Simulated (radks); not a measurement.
Values are calculated unless marked as measured or tabulated.
Task: The tantalum ion Ta2+, 71 electrons, occupied as [Xe] 4f14 5d(3/2: 3, 5/2: 0). Code: a radial shooting solver on a logarithmic mesh with Libxc functionals. Model: Dirac Kohn-Sham, relativistic LDA (MacDonald-Vosko exchange, VWN5 correlation), spin-unpolarised, spherical densities, finite nucleus; Fermi nuclear charge, rms radius 5.3507 fm.

Spin-orbit splittings of the eigenvalues, e(l+1/2) - e(l-1/2), with zeta = 2 splitting/(2l+1) and mean radii in bohr:

| shell | occ. | splitting (eV) | zeta (eV) | <r> j=l-1/2 | <r> j=l+1/2 |
|---|---|---|---|---|---|
| 2p | 6 | 1254 | 836.1 | 0.06509 | 0.07289 |
| 3p | 6 | 270.2 | 180.2 | 0.1948 | 0.2093 |
| 3d | 10 | 59.20 | 23.68 | 0.1832 | 0.1877 |
| 4p | 6 | ? | ? | 0.4655 | 0.4987 |
| 4d | 10 | 11.54 | 4.615 | 0.5171 | 0.5286 |
| 4f | 14 | 1.986 | 0.5675 | 0.6333 | 0.6442 |
| 5p | 6 | 8.746 | 5.830 | 1.222 | 1.328 |
| 5d | 3 | 0.6958 | 0.2783 | 1.959 | 2.019 |

Estimate the 4p splitting.

Result: 62.48 eV (zeta = 41.65 eV).
